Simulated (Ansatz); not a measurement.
A geometry relaxed with Ansatz (a first-principles code) with B3LYP-D3(BJ)/def2-TZVP, charge 0, multiplicity 1:

```xyz
10

H      0.7747     1.4675     0.7251
H     -1.1732    -0.0358     1.4873
O     -1.3589    -1.0057    -0.2644
C      1.3986    -0.2085    -0.3586
H      2.4258     0.1203    -0.4398
H      1.1499    -1.1652    -0.8004
C      0.4897     0.5204     0.2745
C     -0.9570     0.1594     0.4328
H     -1.1751    -0.8749    -1.2017
H     -1.5746     1.0224     0.1452
```

**Question.** Write the SMILES of this molecule.

**Answer.** `C=CCO`
